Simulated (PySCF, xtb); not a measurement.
HSi, SMILES [SiH] (connectivity only; charge and spin as stated), charge +1, multiplicity 1.

Harmonic wavenumbers (cm⁻¹) from GFN2-xTB in xtb at its own minimum, in rising order: 2057.

Q: What does PBE-D3(BJ)/def2-TZVPD run with PySCF 2.14.0 give at its own minimum? (The exact figures need the calculation; the answer reports its results.)

A: 2046. Paired by order, the mean absolute difference is 10 cm⁻¹ and the zero-point energies are 2.9 and 2.9 kcal/mol.
